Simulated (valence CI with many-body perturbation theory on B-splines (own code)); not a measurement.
**E1 transitions of Pd³³⁺**

Method: configuration interaction combined with many-body perturbation theory (CI+MBPT): three valence electrons over a frozen Dirac-Fock core [Ne], a basis of 11 s, 11 p, 9 d, 7 f, 5 g, 2 h, 1 i functions for each j, with the one-electron correlation potential Σ1, the two-electron term Σ2, the three-electron term Σ3, Breit, model QED; selected CI, second order for the rest (own B-spline code, finite nucleus).

No measured spectrum was set against this ion. As an estimate, large intervals hold to a few tenths of a per cent, small ones and those within an open d or f shell to about a per cent.

Lines 151 to 200 of 282 in falling wavelength, among levels below 3316.5 × 10³ cm⁻¹, chosen from the strongest by gf and those to the six lowest levels. Wavelengths and rates use the calculated energies. Electric multipoles are in the length gauge, E1 and E2 with the static RPA response of the core. Weak lines are less certain than strong ones. Lines between different terms over intervals too small for the method are left out, as are lines whose strength nearly cancels. The highest levels of a list are the least certain.

Levels are named by their leading jj configuration (3d3/2^4 stands for four electrons in 3d with j = 3/2), which in mixed levels can hold well under half, so a name can repeat and another be missing. Letters in brackets count levels of one name in rising energy.

```csv
λ vac (nm),Upper,Lower,A (s⁻¹),S (a.u.)
9.048,(3s 3d5/2^2) J=9/2,(3s 3p3/2 3d5/2) J=9/2,8.12e+10,2.97e-01
9.040,(3s^2 3d5/2) J=5/2,(3s^2 3p3/2) J=3/2,1.25e+11,2.73e-01
9.014,(3s 3d3/2 3d5/2) J=5/2 [b],(3s 3p3/2 3d3/2) J=7/2,3.25e+10,7.04e-02
8.979,(3s 3d3/2 3d5/2) J=5/2 [b],(3s 3p3/2 3d3/2) J=3/2 [a],1.33e+10,2.86e-02
8.974,(3p3/2^2 3d3/2) J=7/2,(3s 3p3/2 3d3/2) J=5/2 [a],1.45e+10,4.15e-02
8.971,(3s 3p1/2 3d5/2) J=3/2,(3s 3p1/2 3p3/2) J=3/2 [b],6.63e+10,9.45e-02
8.965,(3s 3p1/2 3d5/2) J=5/2 [b],(3s 3p1/2 3p3/2) J=3/2 [a],4.44e+10,9.47e-02
8.965,(3s 3d3/2 3d5/2) J=5/2 [b],(3s 3p3/2 3d3/2) J=5/2 [a],6.63e+10,1.41e-01
8.882,(3p3/2^3) J=3/2,(3s^2 3d5/2) J=5/2,1.71e+10,2.37e-02
8.836,(3p1/2 3p3/2 3d5/2) J=5/2 [a],(3s 3p1/2 3d3/2) J=5/2,1.19e+10,2.43e-02
8.831,(3s 3p3/2^2) J=3/2,(3s^2 3p3/2) J=3/2,2.10e+11,2.86e-01
8.758,(3p3/2^3) J=3/2,(3s 3p3/2^2) J=1/2,4.84e+10,6.42e-02
8.752,(3s 3p3/2 3d5/2) J=1/2,(3s^2 3d3/2) J=3/2,8.96e+10,5.93e-02
8.729,(3s 3p3/2 3d5/2) J=7/2 [a],(3s 3p3/2^2) J=5/2,6.41e+10,1.68e-01
8.635,(3s 3p1/2 3d3/2) J=3/2 [a],(3s 3p1/2^2) J=1/2,7.07e+09,8.98e-03
8.631,(3s 3p3/2 3d3/2) J=5/2 [a],(3s 3p1/2 3p3/2) J=3/2 [b],1.83e+09,3.49e-03
8.617,(3s 3p3/2 3d3/2) J=3/2 [a],(3s 3p1/2 3p3/2) J=3/2 [b],5.12e+09,6.47e-03
8.596,(3s 3p3/2 3d3/2) J=1/2 [a],(3s 3p1/2 3p3/2) J=3/2 [b],2.84e+09,1.78e-03
8.588,(3s 3p1/2 3d5/2) J=5/2 [c],(3s 3p1/2 3p3/2) J=5/2,3.53e+09,6.63e-03
8.585,(3p1/2 3p3/2 3d5/2) J=5/2 [a],(3s 3p1/2 3d3/2) J=3/2 [a],1.42e+10,2.66e-02
8.568,(3p1/2 3p3/2 3d3/2) J=3/2 [a],(3p1/2^2 3p3/2) J=3/2,1.75e+10,2.18e-02
8.434,(3s 3p3/2 3d5/2) J=5/2 [b],(3s^2 3d3/2) J=3/2,3.41e+10,6.07e-02
8.241,(3s 3d3/2^2) J=3/2,(3s 3p1/2 3d3/2) J=1/2,9.00e+10,9.94e-02
8.234,(3s 3p3/2 3d5/2) J=3/2 [a],(3s 3p1/2 3p3/2) J=3/2 [b],1.83e+09,2.02e-03
8.221,(3p1/2 3p3/2^2) J=1/2,(3s 3p1/2 3p3/2) J=3/2 [a],3.29e+09,1.80e-03
8.213,(3s 3p1/2 3d5/2) J=3/2,(3s 3p1/2 3p3/2) J=5/2,3.00e+08,3.28e-04
8.198,(3p3/2^2 3d5/2) J=7/2,(3s 3p1/2 3d5/2) J=5/2 [b],4.36e+10,9.48e-02
8.169,(3s 3p3/2 3d5/2) J=7/2 [b],(3s 3p3/2^2) J=5/2,1.64e+10,3.53e-02
8.151,(3s 3p3/2 3d3/2) J=3/2 [b],(3s 3p1/2 3p3/2) J=1/2,1.28e+11,1.37e-01
8.134,(3s 3d3/2^2) J=5/2,(3s 3p1/2 3d3/2) J=3/2 [b],1.00e+11,1.60e-01
8.117,(3s 3p1/2 3d5/2) J=5/2 [c],(3s 3p1/2 3p3/2) J=3/2 [a],1.73e+08,2.74e-04
8.036,(3p3/2^2 3d5/2) J=7/2,(3s 3p1/2 3d5/2) J=7/2,3.21e+10,6.57e-02
8.025,(3s 3p3/2 3d5/2) J=5/2 [a],(3s 3p1/2 3p3/2) J=3/2 [b],1.17e+09,1.78e-03
7.976,(3s 3d3/2 3d5/2) J=7/2,(3s 3p1/2 3d5/2) J=5/2 [b],1.51e+10,3.03e-02
7.960,(3s 3d3/2^2) J=5/2,(3p1/2 3p3/2^2) J=3/2,1.31e+10,1.95e-02
7.927,(3s 3p3/2 3d3/2) J=5/2 [a],(3s 3p1/2 3p3/2) J=5/2,1.04e+11,1.54e-01
7.915,(3s 3p3/2 3d3/2) J=3/2 [a],(3s 3p1/2 3p3/2) J=5/2,2.44e+10,2.39e-02
7.892,(3p1/2 3p3/2 3d5/2) J=3/2 [a],(3p1/2^2 3p3/2) J=3/2,4.47e+10,4.34e-02
7.888,(3s 3p3/2 3d3/2) J=7/2,(3s 3p1/2 3p3/2) J=5/2,1.07e+11,2.07e-01
7.874,(3p1/2 3p3/2 3d5/2) J=5/2 [a],(3p1/2^2 3p3/2) J=3/2,3.54e+10,5.12e-02
7.847,(3p3/2^2 3d5/2) J=9/2,(3s 3p1/2 3d5/2) J=7/2,2.70e+10,6.45e-02
7.838,(3p3/2^2 3d3/2) J=1/2,(3p1/2 3p3/2^2) J=3/2,1.30e+11,6.16e-02
7.823,(3s 3d3/2 3d5/2) J=7/2,(3s 3p1/2 3d5/2) J=7/2,6.11e+10,1.15e-01
7.793,(3p1/2 3p3/2^2) J=3/2,(3s 3p1/2^2) J=1/2,2.70e+10,2.52e-02
7.781,(3s 3p1/2 3d5/2) J=3/2,(3s 3p1/2 3p3/2) J=3/2 [a],3.55e+10,3.30e-02
7.712,(3p3/2^2 3d3/2) J=3/2,(3p1/2 3p3/2^2) J=3/2,8.99e+10,8.14e-02
7.706,(3s 3d3/2 3d5/2) J=5/2 [a],(3p1/2 3p3/2^2) J=3/2,3.35e+10,4.54e-02
7.705,(3s 3p3/2 3d3/2) J=3/2 [b],(3s 3p1/2 3p3/2) J=3/2 [b],6.90e+10,6.23e-02
7.671,(3p1/2 3p3/2 3d3/2) J=3/2 [b],(3p1/2^2 3p3/2) J=3/2,1.16e+11,1.03e-01
7.651,(3p1/2 3p3/2 3d5/2) J=5/2 [b],(3p1/2^2 3p3/2) J=3/2,4.01e+10,5.32e-02
```
